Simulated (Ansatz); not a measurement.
Process, species as SMILES: Cl[Si]Cl (closed-shell singlet) → 2 Cl atom + Si atom
B3LYP-D3(BJ)/def2-TZVP geometries, fixed; electronic energies without zero-point terms.

Effect of a fitting basis named in the input at MP2/def2-TZVPP with Ansatz (an electronic-structure program), against the last row, where the atomisation energy is 207.20 kcal/mol. Cores are frozen. A restricted Hartree-Fock determinant is unstable towards unrestricted orbitals. Open shells are unrestricted. The default fits or decomposes integrals by the program's own choice; accuracy: high also tightens integrals, grids and stops.

```csv
setting,largest shift of a total energy (mEh),shift of the atomisation energy (kcal/mol)
fitting: def2-universal-jkfit and def2-SVP-RIFIT,-7.147,0.290
fitting: def2-universal-jkfit and cc-pVDZ-RIFIT,-6.636,0.295
fitting: def2-universal-jkfit and cc-pVTZ-RIFIT,0.136,-0.064
fitting: def2-universal-jkfit and aug-cc-pVTZ-RIFIT,0.146,-0.071
fitting: def2-universal-jkfit and cc-pVQZ-RIFIT,0.161,-0.082
fitting: def2-universal-jkfit and aug-cc-pVQZ-RIFIT,0.164,-0.082
accuracy: high,-0.005,0.002
accuracy: medium (default),0.000,0.000
```

Within 0.1 kcal/mol in the atomisation energy: fitting: def2-universal-jkfit and cc-pVTZ-RIFIT; fitting: def2-universal-jkfit and aug-cc-pVTZ-RIFIT; fitting: def2-universal-jkfit and cc-pVQZ-RIFIT; fitting: def2-universal-jkfit and aug-cc-pVQZ-RIFIT; accuracy: high. The largest shift is 7.147 mEh in a total energy and 0.295 kcal/mol in the difference.
